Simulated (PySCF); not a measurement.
BiH2F.
Bonds: Bi1–F4. Hydrogens: H2, H3 on Bi1.

A GFN2-xTB structure was refined with PBE0-D3(BJ)/def2-SVP geometry optimisation, gas phase, def2 core potentials past Kr in PySCF. Its GFN2-xTB values:

```tsv
coordinate	GFN2-xTB
Bi1–H2	1.718 Å
Bi1–F4	2.024 Å
H2–Bi1–H3	87.5°
H2–Bi1–F4	89.3°
```

Problem. How do these coordinates change at the PBE0-D3(BJ)/def2-SVP level?

Solution. 
```json
{"coordinate": "Bi1–H2", "PBE0-D3(BJ)/def2-SVP (Å or °)": "1.806", "change": "+0.088"}
{"coordinate": "Bi1–F4", "PBE0-D3(BJ)/def2-SVP (Å or °)": "2.046", "change": "+0.022"}
{"coordinate": "H2–Bi1–F4", "PBE0-D3(BJ)/def2-SVP (Å or °)": "94.6", "change": "+5.3"}
{"coordinate": "H2–Bi1–H3", "PBE0-D3(BJ)/def2-SVP (Å or °)": "89.1", "change": "+1.6"}
```

The energy falls by 3.4 kcal/mol over 5 energy and gradient evaluations, the largest force component goes from 0.0248 to 3.2e-04 Eh/bohr, and the atoms move by 0.089 Å rms after alignment. The bond that changes most is Bi1–H2 (ends: bismuth bonded to F and 2 H; hydrogen on bismuth), which lengthens by 0.088 Å. Bonds longer at the end by more than 0.005 Å: 2 of 3; shorter: 1. Rotational constants go from 77363, 6798, 6738 to 77836, 6622, 6620 MHz.

The run used 50 basis functions and 33 SCF cycles in all.

PBE0-D3(BJ)/def2-SVP frequencies: not computed here.
